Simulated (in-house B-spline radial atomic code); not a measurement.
The numbers below are computed, except where a source is named.
**S in electron gases of falling density**

A nucleus sits in a uniform electron gas with a rigid positive background. The Kohn-Sham equations are solved self-consistently in the spin-unpolarised LDA (PW92), non-relativistic, on B-splines with outgoing waves at the boundary and partial waves to l = 8. The model has no lattice, no bands and no magnetic solution. Atomic units; δ_l are the phase shifts at the Fermi level, counted so that each bound state adds π, and good to about 0.0005.

```tsv
r_s (bohr)	k_F	δ0/π	δ1/π	δ2/π	shallowest bound level (hartree)	σ_tr (bohr²)	Q (a.u.)
1.5	1.2794	2.196	1.424	0.243	s -0.138	16.74	1.515
1.65	1.1631	2.258	1.472	0.216	s -0.176	22.29	1.378
1.8	1.0662	2.312	1.515	0.190	s -0.21	28.67	1.251
2.07	0.9271	2.395	1.581	0.147	s -0.256	39.70	0.991
2.2	0.8723	2.429	1.608	0.129	s -0.273	43.95	0.860
2.4	0.7996	2.475	1.643	0.103	s -0.292	48.71	0.673
2.67	0.7188	2.524	1.682	0.075	s -0.308	52.14	0.470
3	0.6397	2.569	1.718	0.048	s -0.318	53.57	0.303
3.3	0.5816	2.597	1.742	0.031	s -0.322	54.17	0.209
3.6	0.5331	2.616	1.759	0.018	s -0.324	55.26	0.151
4	0.4798	2.630	1.776	0.006	s -0.324	58.37	0.104
```

Q = n k_F σ_tr, with n = 3/(4π r_s³).

Problem. How does the screening charge move between partial waves as the gas thins?

Solution. By (2/π)(2l + 1) δ_l, at r_s = 1.5 it is s 4.39, p 8.54, d 2.43, f and beyond 0.63, and at r_s = 4 s 5.26, p 10.66, d 0.06, f and beyond 0.03. The free atom is [Ne] 3s2 3p4.

Problem. What end-to-end powers of r_s do the first and last rows give for σ_tr and Q?

Solution. σ_tr goes as r_s^+1.27 and Q as r_s^-2.73. Since n k_F/k_F² goes as r_s⁻², Q = 4π n Σ/k_F would fall as r_s⁻² at fixed phase shifts; the sum Σ (l + 1) sin²(δ_l − δ_(l+1)) is 2.181 in the first row and 1.069 in the last, and ranges from 1.07 to 2.72 between them, so these powers are no law.
